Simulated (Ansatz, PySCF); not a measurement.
C₃H₁₀BClSi (SMILES C[Si](C)(C)BCl), singlet, at a GFN2-xTB geometry, atoms displaced at random by about 0.08 Å a coordinate. Base run: R2SCAN/STO-3G, gradient in PySCF.

Input for PySCF:
```python
from pyscf import gto, scf, dft

mol = gto.Mole()
mol.atom = '''
    B     0.73341507   -0.78072694    0.76822983
    Cl   -0.04152520   -1.34812399    2.18931821
    H     1.92142902   -1.28663716    0.77332481
    Si    0.03022177    0.45132869   -0.51763320
    C     1.57496968    1.15636968   -1.61224378
    C    -0.98900024    1.90926718    0.14172858
    C    -1.08351407   -0.48551858   -1.95395410
    H     1.08177786    1.78750482   -2.36531664
    H     2.22237208    1.73750605   -1.05353754
    H     2.21075207    0.36957324   -2.10011952
    H    -0.27987166    2.35224453    0.71374540
    H    -1.80461804    1.45699591    0.63601177
    H    -1.40626516    2.33130537   -0.53182809
    H    -1.90899707   -1.10951091   -1.28805228
    H    -0.38248181   -1.53357965   -2.23833000
    H    -1.47863855    0.10827258   -2.57992894
'''
mol.basis = 'sto-3g'
mol.verbose = 4
mol.build()

mf = dft.RKS(mol)
mf.xc = 'r2scan'
mf.kernel()
g = mf.nuc_grad_method()
grad = g.kernel()
```

Programs used: Ansatz (a program for electronic structure), PySCF; a row that names a program was run with it.

The coordinate followed is y of atom 3.

The base run was repeated with changes; each row names its change, and settings that it needs were set with it.

| change | dE/dx (Eh/bohr) | net force (Eh/bohr) |
|---|---|---|
| base | -0.025824 | 0.002578 |
| finite difference step (bohr) = 0.05; conv_tol = 1e-11 | -0.025832 | - |
| conv_tol = 1e-6 | -0.025832 | 0.002579 |
| grids.level = 5; grid_response = on | -0.025828 | 0.000000 |
| grids.level = 0; grid_response = on | -0.024921 | 0.000000 |
| finite difference step (bohr) = 1e-4; conv_tol = 1e-11 | -0.025824 | - |
| code = ansatz | -0.025827 | 0.000000 |
| conv_tol = 1e-4 | -0.025866 | 0.002582 |
| conv_tol = 1e-11 | -0.025824 | 0.002578 |
| grids.level = 0; grid_response = off | -0.025424 | 0.065745 |
| grid_response = on | -0.025824 | 0.000000 |
| finite difference step (bohr) = 1e-5; conv_tol = 1e-11 | -0.025824 | - |

The net force is zero for an exact gradient.
